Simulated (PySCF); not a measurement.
CH₈N₂Si₃, SMILES C1=N[SiH2][SiH2]N[SiH2]1.

Geometry optimised at PBE0-D3(BJ)/def2-SVP. This is a generated structure with no PubChem entry under its InChIKey; it may be hypothetical.

Level of theory: r2SCAN/def2-TZVP in PySCF.

Gas-phase values at a fixed geometry.

- total energy: -1020.86019 hartree
- highest occupied level: -5.41 eV
- lowest empty level: -2.27 eV
- orbital gap: 3.14 eV
- dipole moment: 1.98 D
- quadrupole, principal values (traceless, Buckingham form, about the centre of nuclear charge): -2.84, 0.26, 2.58 D·Å
- mean static polarisability: 104.8 bohr³ (15.53 Å³)
- polarisability, principal values: 81.4, 107.4, 125.6 bohr³
